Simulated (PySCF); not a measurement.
Start geometry of `FC(F)OBSC` from GFN2-xTB (Å):
```
atom  x, y, z in Å
C1     2.221   -0.075    0.396
S2     1.297    1.416    0.999
B3    -0.392    1.017    0.624
O4    -0.580   -0.188    0.040
C5    -1.830   -0.610   -0.362
F6    -1.852   -1.943   -0.375
F7    -2.065   -0.210   -1.623
H8     1.958   -0.897    1.004
H9     1.925   -0.226   -0.621
H10    3.257    0.168    0.483
H11   -1.239    1.768    0.911
H12   -2.660   -0.249    0.282
```

Problem. What comes out of this run: PySCF 2.14.0, PBE0-D3(BJ)/def2-SVP geometry optimisation, gas phase?

Solution. 
```
atom  x, y, z in Å
C1     2.2490   -0.0194    0.4728
S2     1.2594    1.3333    1.1770
B3    -0.3953    0.9054    0.6862
O4    -0.6238   -0.2212   -0.0541
C5    -1.8683   -0.5675   -0.4902
F6    -2.0533   -1.8676   -0.2498
F7    -1.9353   -0.3833   -1.8142
H8     2.0564   -0.9569    1.0105
H9     2.0174   -0.1559   -0.5909
H10    3.3043    0.2572    0.5893
H11   -1.3025    1.6287    1.0216
H12   -2.6670    0.0180   -0.0014
```

The energy falls by 15.8 kJ/mol over 11 energy and gradient evaluations, the largest force component goes from 0.0356 to 1.4e-04 Eh/bohr, and the atoms move by 0.182 Å rms after alignment. The bond that changes most is C1–H8 (S-methyl carbon to methyl hydrogen), which lengthens by 0.042 Å. Bonds longer at the end by more than 0.005 Å: 5 of 11; shorter: 3. Among the angles that change most is S2–B3–O4, from 115.1° to 120.2°. Among the dihedrals that turn most is B3–O4–C5–H12, from -33° to -13°. Rotational constants go from 4798, 1014, 930.5 to 4902, 953.6, 919.6 MHz. The orientation of the end geometry is arbitrary; only internal coordinates are fixed.

The run used 127 basis functions and 73 SCF cycles in all.

No PBE0-D3(BJ)/def2-SVP frequencies stand behind this structure, so it isn't proved a minimum. The numbers are those of one conformer.
